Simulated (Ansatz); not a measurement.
One change: `[F][Al]([F])[I]` becomes `[F][In]([F])[I]`.

Ansatz, PBE0-D4/def2-TZVP geometries, multiplicity 1. 

Elements past krypton have def2 core potentials.

```csv
property,`[F][Al]([F])[I]`
HOMO energy (PBE0/def2-TZVPP) / eV,-8.39
size of the dipole moment (PBE/def2-TZVPP) / D,1.12
LUMO energy (PBE/def2-TZVPP) / eV,-2.42
size of the dipole moment (B3LYP/def2-TZVPP) / D,1.12
HOMO–LUMO gap (B3LYP/def2-TZVPP) / eV,6.24
size of the dipole moment (ωB97M-V/def2-TZVPP) / D,0.99
```

Q: What does the change do to each property? (Best estimate.)

A: Ansatz gave: 
| property | `[F][In]([F])[I]` | shift |
| --- | --- | --- |
| HOMO energy (PBE0/def2-TZVPP) / eV | -8.60 | -0.21 |
| size of the dipole moment (PBE/def2-TZVPP) / D | 2.51 | 1.39 |
| LUMO energy (PBE/def2-TZVPP) / eV | -3.99 | -1.57 |
| size of the dipole moment (B3LYP/def2-TZVPP) / D | 2.70 | 1.58 |
| HOMO–LUMO gap (B3LYP/def2-TZVPP) / eV | 4.88 | -1.36 |
| size of the dipole moment (ωB97M-V/def2-TZVPP) / D | 2.56 | 1.57 |

With PBE0 the HOMO falls by 0.21 eV and the LUMO falls by 1.57 eV, so the gap narrows by about 1.36 eV. PBE moves the HOMO by -0.19 eV and ωB97M-V by -0.21 eV. Dipoles are sizes alone; their direction can turn.

B3LYP here is the variant with VWN-RPA as its local correlation; programs differ in this.

Spin–orbit coupling is left out; it splits and shifts lone-pair levels of the heavy atoms by tenths of an eV.
